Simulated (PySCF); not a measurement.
# Copper: a sound run and one with changed settings

Sound run: Cu [Ar] 3d10 4s1, Cu+ [Ar] 3d10. All numbers are calculated (PySCF 2.14, scalar relativity by spin-free X2C-1e, in jorge-DZP-DKH (8s6p2d1f, 43 functions)). In the sound run the correlated levels freeze [Ar]. The sound run starts from symmetry-adapted Hartree-Fock orbitals and uses a fine grid where one is needed.

Changed run: no relativity, point nucleus. This setting is unsound on purpose.

```json
{"species": "Cu", "method": "UHF", "sound run (hartree)": "-1653.03659", "changed run (hartree)": "-1637.58806", "converged": "yes"}
{"species": "Cu", "method": "M06-L", "sound run (hartree)": "-1654.55395", "changed run (hartree)": "-1639.05243", "converged": "yes"}
{"species": "Cu", "method": "r2SCAN", "sound run (hartree)": "-1654.60600", "changed run (hartree)": "-1639.10355", "converged": "yes"}
{"species": "Cu", "method": "MP2", "sound run (hartree)": "-1653.34046", "changed run (hartree)": "-1637.88607", "converged": "yes"}
{"species": "Cu", "method": "CCSD(T)", "sound run (hartree)": "-1653.32136", "changed run (hartree)": "-1637.86808", "converged": "yes"}
{"species": "Cu+", "method": "UHF", "sound run (hartree)": "-1652.79970", "changed run (hartree)": "-1637.35732", "converged": "yes"}
{"species": "Cu+", "method": "M06-L", "sound run (hartree)": "-1654.28784", "changed run (hartree)": "-1638.79414", "converged": "yes"}
{"species": "Cu+", "method": "r2SCAN", "sound run (hartree)": "-1654.32437", "changed run (hartree)": "-1638.83030", "converged": "yes"}
{"species": "Cu+", "method": "MP2", "sound run (hartree)": "-1653.08516", "changed run (hartree)": "-1637.63822", "converged": "yes"}
{"species": "Cu+", "method": "CCSD(T)", "sound run (hartree)": "-1653.06568", "changed run (hartree)": "-1637.61983", "converged": "yes"}
```

Ionisation energy of Cu:

```
 method  sound run (eV)  changed run (eV)
    UHF           6.446             6.279
  M06-L           7.241             7.029
 r2SCAN           7.663             7.436
    MP2           6.947             6.744
SCS-MP2           6.877             6.678
   CCSD           6.920             6.720
CCSD(T)           6.957             6.755
```

Most of the change in total energy is the relativistic energy itself. On top of that the contraction fixes the core shape for the Hamiltonian it was made with, so the changed run is not a good calculation with the other Hamiltonian either.

For comparison, NIST gives 7.726 eV between the lowest levels.
